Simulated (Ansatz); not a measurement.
`[O]=[Mo](=[O])([Cl])[Cl]`, charge 0, multiplicity 1.

Give a relaxed structure at PBE0-D4/def2-TZVP (Ansatz). (An estimate is asked.)

Ansatz gave: 
Cartesian coordinates in Å:
```
O 1.600 0.592 -0.279
Mo 0.060 -0.006 -0.088
O -0.364 -0.710 -1.534
Cl 0.051 -1.554 1.533
Cl -1.348 1.678 0.368
```
Point group C2v.
